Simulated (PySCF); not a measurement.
SiHBr3, SMILES Br[SiH](Br)Br. Heavy atoms are numbered as in [SiH:1]([Br:2])([Br:3])[Br:4]. Hydrogens are named by the atom that carries them.

The structure is a stationary point at ωB97X-D3(BJ)/def2-SVP.

Level of theory: M06-2X/def2-TZVP (PySCF).

ESP charges are fitted to the potential on shells at 1.4 to 2.0 van der Waals radii. Atomic charges (e), one atom of each kind:

| atom | meta-Löwdin | ESP fit |
|---|---|---|
| Si1 (SiH) | 0.75 | -0.22 |
| Br2 | -0.22 | 0.02 |
| H on Si1 | -0.08 | 0.15 |

Computed Mayer and Wiberg (Löwdin basis) orders of the bonds:
```
bond     Mayer  Wiberg
-------  -----  ------
Si1–Br2   1.21    1.84
Si1–Br3   1.21    1.84
Si1–Br4   1.21    1.84
```
